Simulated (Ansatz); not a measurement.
CH3Zn (SMILES [CH3][Zn]), doublet, at a GFN2-xTB geometry (such geometries of metal compounds can be far from the true shape) (the spin is typed, not shown lowest); PBE0/6-31G* run with Ansatz (a program for electronic structure).

Ansatz was given this input:
Ansatz 0.2 input:
```yaml
crystal:
  periodic: [false, false, false]
  atoms:
    - {symbol: Zn, position_ang: [-0.38392717, -0.22517148, -0.29469127]}
    - {symbol: C, position_ang: [1.19468286, 0.70067589, 0.91700364]}
    - {symbol: H, position_ang: [1.73777100, -0.07527670, 1.44514627]}
    - {symbol: H, position_ang: [0.74205525, 1.38249865, 1.62850049]}
    - {symbol: H, position_ang: [1.86989167, 1.24386721, 0.26506955]}
basis:
  gaussian:
    orbitals: 6-31G*
hamiltonian:
  xc: pbe0
magnetization: {spin_polarized: true, initial_magnetization: 1}
```

Task: What does Ansatz print? Leave out banner, timings and long lists.

Result: 
```
Functional definition: PBE0
563 factors; integrals over basis functions are off by at most 5.9e-4 eV
mean field evaluation 1: about -49481.2229 eV, gradient 3.3e1 eV
mean field evaluation 2: about -49473.4127 eV, gradient 4.7e1 eV
mean field evaluation 4: about -49486.8936 eV, gradient 1.3e0 eV
mean field evaluation 8: about -49486.9952 eV, gradient 8.1e-2 eV
mean field evaluation 16: about -49486.9953 eV, gradient 3.6e-5 eV
mean field -49486.99530343 eV, -1818.6135339110 hartree, gradient 3.6e-5 eV, S^2 0.759139; 0 other end points of the search recorded, 0 dependent functions left out
reference -49486.99532791 eV, -1818.6135348104 hartree; 20, 19 occupied and 37, 38 virtual orbitals, 563 factors
Total energy: -49486.99532791 eV, -1818.6135348104 hartree
```
